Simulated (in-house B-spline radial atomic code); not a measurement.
Configurations of La5+, with energies counted from [Kr] 4d10 5s2 5p4. All numbers are computed (Dirac-Hartree-Fock, average of configuration; Fermi nucleus of rms radius 4.855 fm) with a radial B-spline atomic code at the basis-set limit, not measured. Energies include first-order Breit, QED and recoil terms.

Occupations are held fixed; configurations that lie above the ionisation limit could autoionise.

```tsv
configuration	E - E(ref) (eV)	highest orbital	its <r> (bohr)
[Kr] 4d10 5s2 5p3 6d1	48.134	6d5/2	4.145
[Kr] 4d10 5s2 5p3 5g1	55.522	5g7/2	4.461
[Kr] 4d10 5s1 5p4 6d1	68.197	6d5/2	4.132
[Kr] 4d9 4f1 5s2 5p4	104.18	4f7/2	0.9882
[Kr] 4d9 5s2 5p4 6g1	154.68	6g7/2	7.115
[Ar] 3d9 4s2 4p6 4d10 4f1 5s2 5p4	842.69	4f7/2	0.9445
[Ar] 3d9 4s2 4p6 4d10 5s2 5p4 8s1	893.2	8s1/2	7.435
[Ar] 3d9 4s2 4p6 4d10 5s2 5p4 9g1	903.67	9g7/2	18.22
```

**Question.** Order these further configurations by energy, lowest first.
A. [Kr] 4d10 5s2 5p3 7f1
B. [Kr] 4d9 5s2 5p4 9g1
C. [Kr] 4d10 5s2 5p3 7s1
D. [Kr] 4d9 5s2 5p4 7f1
E. [Kr] 4d10 5s1 5p4 8f1

**Answer.** C (50.598 eV), A (62.494 eV), E (85.968 eV), D (155.49 eV), B (162.37 eV).

**Question.** How far above the reference does [Kr] 4d9 5s2 5p4 8s1 lie?

**Answer.** 151.96 eV; its least bound orbital is 8s1/2 with <r> = 7.46 bohr.

**Question.** How far above the reference does [Ar] 3d9 4s2 4p6 4d10 5s2 5p4 5g1 lie?

**Answer.** 889.99 eV; its least bound orbital is 5g7/2 with <r> = 4.449 bohr.

**Question.** How far above the reference does [Kr] 4d10 5s2 5p3 8g1 lie?

**Answer.** 67.564 eV; its least bound orbital is 8g7/2 with <r> = 14.05 bohr.
